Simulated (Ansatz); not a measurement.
Relaxation of F$_{2}$H$_{4}$Si$_{2}$ (8 atoms, charge 0, multiplicity 1), to a largest force component of 0.02 eV/Å in at most 40 steps.

Theory: Ansatz 0.2.0, RKS B3LYP-D4/def2-SVP.

```xyz
8
Properties=species:S:1:pos:R:3
Si 0.000 0.000 0.000
H 0.000 0.000 1.460
F 1.499 0.000 -0.529
F -0.749 1.297 -0.529
Si -1.046 -1.812 -0.739
H -1.703 -2.485 0.377
H -2.045 -1.427 -1.731
H -0.078 -2.717 -1.351
```

Task: Where does it end, and by what steps?

Result: The forces met the threshold. The force dipped under the threshold on the way, but the program's further checks kept it going. After 12 steps the energy has fallen by 0.274 eV; H7 moved furthest, 0.65 Å.

```tsv
step	energy less start (eV)	largest force component (eV/Å)	accepted
0	0.0000	1.155	yes
1	-0.2102	0.618	yes
2	-0.2318	0.325	yes
3	-0.2434	0.094	yes
4	-0.2366	0.615	no
5	-0.2516	0.058	yes
6	-0.2584	0.163	yes
7	-0.2599	0.325	yes
8	-0.2671	0.257	yes
9	-0.2729	0.020	yes
10	-0.2740	0.026	yes
11	-0.2743	0.025	yes
12	-0.2744	0.014	yes
```

```xyz
8
Properties=species:S:1:pos:R:3
Si 0.033 0.015 0.053
H 0.600 -0.096 1.423
F 1.250 0.391 -0.954
F -0.996 1.271 0.047
Si -1.077 -1.880 -0.773
H -2.223 -2.214 0.121
H -1.578 -1.597 -2.148
H -0.131 -3.033 -0.812
```

Whether the end is a true minimum wasn't checked by a vibrational analysis.

The run took 20 s on 1 thread of Intel(R) Xeon(R) 6975P-C (Granite Rapids) (shared host), peak memory 0.19 GiB.
